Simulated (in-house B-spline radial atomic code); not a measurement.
## RPA and G0W0 on CAM-B3LYP: neutral chromium

Configuration [Ar] 3d5 4s1, highest spin, mean-field start CAM-B3LYP. Computed with an all-electron radial atomic-structure program (B-spline basis): all electrons, non-relativistic, point nucleus, each spin shell either full or empty, empty states to l = 9 with an (l + 1/2)⁻⁴ tail; G0W0 by contour deformation at full frequency.

Command:
```bash
python run_gw.py task.json out
```
Settings (radii: box in bohr, nucleus in fm):
```
Z                        24
electrons                24
configuration            [Ar] 3d5 4s1
hamiltonian              nr
method                   camb3lyp
lmax                     9
spin_polarised           True
box_radius               40
intervals                54
ion_configuration        [Ar] 3d5
```

Time taken, with all properties: 4.4 s on 1 thread of Arm Neoverse V2, on a shared host.

Energies (hartree):

```tsv
term	value
mean-field total	-1044.50187
Hartree-Fock functional on these orbitals	-1043.33757
direct second order	-1.8173
second-order exchange	0.60649
SOSEX correction	0.54175
```

(1) What is the RPA correlation energy, and what remains with SOSEX?

Quasi-particle levels (eV):

```tsv
level	occupied	mean field	Σx - vxc	Σc	QP weight	G0W0
4s up	yes	-5.747	-0.60	?	?	?
4s down	no	-1.350	2.45	-1.43	0.924	-0.335
```

G0W0 = mean field + (Σx - vxc) + Σc, with Σc (partial-wave tail included) taken at the quasi-particle energy. Only the outer levels were computed. Levels of low weight are left out.

(2) Where does G0W0 put 4s up?

(3) What does it cost to remove one electron (to [Ar] 3d5) by differences of total energies, each species on its own start (correlation terms add to the Hartree-Fock functional)?

Answers

(1) RPA gives -1.5351 hartree (-1.74 eV per electron); RPA + SOSEX gives -0.99332, and the second-order doubles -1.2108 hartree (no singles). RPA lacks exchange-type terms and so overcorrelates at short range.

(2) At -7.228 eV, with Σc = -0.88 eV and a quasi-particle weight of 0.931. The tabulated removal energy is 6.767 eV (NIST, measured); the calculation leaves out relativity, Breit and QED terms, and what these don't explain is the method's own error.

(3) CAM-B3LYP 6.813 eV, Hartree-Fock functional 5.819 eV, + RPA 7.023 eV, + RPA + SOSEX 6.406 eV, + second order 6.991 eV. Tabulated: 6.767 eV (NIST, measured); the calculation leaves out relativity, Breit and QED terms, and what these don't explain is the method's own error.
